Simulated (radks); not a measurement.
Values are calculated unless marked as measured or tabulated.
How relativity changes the ionisation of neutral bromine ([Ar] 3d10 4s2 4p5) to Br+ ([Ar] 3d10 4s2 4p4). Spin-unpolarised spherical Kohn-Sham, LDA (Slater exchange, Perdew-Wang correlation), point nucleus unless stated (finite: rms radius 4.1629 fm), a radial shooting solver on a logarithmic mesh with Libxc functionals. A level marked "c x" has the speed of light scaled by that factor and shares open shells by 2j + 1; other Dirac levels either fill j = l - 1/2 first or share by 2j + 1.

| level | E(Br) (hartree) | E(Br+) (hartree) | IE (eV) | HOMO | <r> HOMO (bohr) |
|---|---|---|---|---|---|
| non-rel. | -2570.60651 | -2570.13877 | 12.728 | 4p | 2.108 |
| scalar-rel. | -2603.11560 | -2602.64872 | 12.704 | 4p | 2.103 |
| scalar-rel., finite nucleus | -2603.09519 | -2602.62831 | 12.704 | 4p | 2.103 |
| Dirac, 2j+1 shares | -2603.29353 | -2602.82643 | 12.710 | 4p3/2 | 2.120 |
| Dirac, low j first | -2603.29977 | -2602.84075 | 12.490 | 4p3/2 | 2.121 |
| Dirac, 2j+1 shares, finite nucleus | -2603.27309 | -2602.80599 | 12.710 | 4p3/2 | 2.120 |
| Dirac, c x 0.75 | -2630.25452 | -2629.78771 | 12.703 | 4p3/2 | 2.130 |
| Dirac, c x 2 | -2578.58298 | -2578.11542 | 12.723 | 4p3/2 | 2.111 |
| Dirac, c x 5 | -2571.87434 | -2571.40663 | 12.727 | 4p3/2 | 2.109 |

NIST Atomic Spectra Database: 11.814 eV (measured). The relativistic part of the total energy of Br is -32.67 hartree (Dirac, 2j+1 shares, finite nucleus), 1.3 % of the non-relativistic value. Spin polarisation and multiplet splitting of open shells are left out at every level.

Beside tabulated values, note that spin-unpolarised runs miss the spin-polarisation part of the exchange energy of open shells.
